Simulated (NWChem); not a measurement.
# Extrapolating the UMP2 correlation energy of HBCl

```
B
H 1 1.2070
Cl 1 1.7187 2 123.29
```
Charge 0, spin multiplicity 2.

Everything below was run with NWChem. All single points use one geometry, from UPBE0/def2-SVP, a minimum by its harmonic frequencies.

The correlated methods keep 6 core orbitals frozen. The structure started from a generated list of species. The unpaired electrons of the parent sit in orbitals of symmetry a' (Cs labels of the run); other states weren't searched. No SCF solution was tested for a lower state. Open-shell Hartree-Fock references start from PBE0 orbitals; any time given for them includes that run.

Worked example. The UMP2 correlation energy is -263.70 mHa in cc-pVTZ and -288.03 mHa in cc-pVQZ. The form E(X) = E∞ + A/X³ turns the pair into an estimate of the basis-set limit.

E∞ = (4³·(-288.03) − 3³·(-263.70))/(4³ − 3³) = -305.8 mHa. The larger basis holds 94 % of that, at about 4 times the processor time of the smaller one. This is a two-point estimate.
